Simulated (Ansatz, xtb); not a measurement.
**Relative energy of two structures of BeH6SSiSn**

Structure X: a singlet given by its coordinates. Structure Y: a singlet given by its coordinates. Both are isolated molecules in the gas phase, relaxed with BLYP-D3(BJ)/def2-SVP.

X (Å):

```xyz
10

Be   -1.4921   -0.7135   -0.8559
S    -1.4560    1.2879   -0.2192
Si    0.7402    1.3944   -0.1390
Sn   -2.0553   -0.3190    1.8935
H    -1.1334   -1.2995   -2.0103
H     1.3274    0.0285   -0.2968
H     1.1270    1.9745    1.1841
H     1.1890    2.2911   -1.2505
H    -2.0478   -1.4921    0.2872
H    -0.2860   -0.7096    2.0160
```

Close contacts (Å): Be1–S2 2.10, Be1–Sn4 2.83, S2–Si3 2.20, S2–Sn4 2.72, Be1–H5 1.34, Be1–H9 1.49, Si3–H6 1.50, Si3–H7 1.50, Si3–H8 1.50, Sn4–H9 1.99, Sn4–H10 1.82.

Y (Å):

```xyz
10

Be   -0.4970   -0.7969    1.0276
S    -1.5792    1.6587   -1.4066
Si    0.3945    0.9662   -0.9846
Sn   -2.6721    0.6894    0.7188
H     0.3463   -0.4434   -0.3463
H     1.2087    0.7481   -2.2233
H     1.1574    1.8008   -0.0058
H     0.2634   -1.6631    1.7262
H    -1.8096   -1.0884    0.3564
H    -0.8741    0.5713    1.5804
```

Close contacts (Å): Be1–Sn4 2.65, S2–Si3 2.13, S2–Sn4 2.58, Be1–H5 1.65, Be1–H8 1.35, Be1–H9 1.50, Be1–H10 1.52, Si3–H5 1.55, Si3–H6 1.50, Si3–H7 1.50, Sn4–H9 2.01, Sn4–H10 2.00.

Energies in hartree; the thermal terms are from BLYP-D3(BJ)/def2-SVP harmonic frequencies (ideal gas, rigid rotor, one conformer each, 298.15 K, 1 atm) and include the zero-point energy:

|  | X | Y |
| --- | --- | --- |
| E, CCSD(T)/def2-SVP | −918.206771 | −918.197978 |
| E, MP2/def2-SVP | −918.129944 | −918.120497 |
| E, MP2/def2-TZVPP | −918.732973 | −918.727427 |
| zero-point energy | 0.048166 | 0.049850 |
| H(298 K) − E | 0.057262 | 0.058043 |
| G(298 K) − E | 0.014255 | 0.017389 |

Task: Correct the CCSD(T) difference for the basis set by the MP2 change, then work out ΔE, ΔE₀, ΔH and ΔG for X → Y in kcal/mol (1 Eh = 627.51 kcal/mol) and the equilibrium ratio [Y]/[X].

Result: 1. Differences Y − X: CCSD(T) +0.008793, MP2 in the small set +0.009447, MP2 in the large set +0.005546 Eh.
2. ΔE = +0.008793 + (+0.005546 − (+0.009447)) = +0.004892 Eh = +3.07 kcal/mol.
3. ΔE₀ = ΔE + ΔZPE = +0.004892 + (+0.001684) Eh = +4.13 kcal/mol.
4. ΔH = ΔE + (+0.000781) Eh = +3.56 kcal/mol.
5. ΔG = ΔE + (+0.003134) Eh = +5.04 kcal/mol, so ΔS = (ΔH − ΔG)/T = −20.7 J/(mol K).
6. kT = 0.9442 mEh, so K = [Y]/[X] = exp(−ΔG/kT) = exp(−8.50) ≈ 2.0 × 10^−4.

Structure X is favoured at this temperature. An error of 1 kcal/mol in ΔG would change K by a factor of 5.4. Mirror images and further conformers aren't counted.

Other levels gave ΔE = +3.7 (BLYP-D3(BJ)/def2-SVP); +10.9 (HF/def2-SVP); +5.9 (MP2/def2-SVP); +5.5 (CCSD(T)/def2-SVP) kcal/mol. The correlated steps freeze 14 core orbitals; the filled d shell of Sn is correlated; the last core shell of Be is correlated, in a basis made for valence electrons. Atoms past krypton carry core potentials in the def2 sets, without spin–orbit terms. Programs: Ansatz 0.2.0.
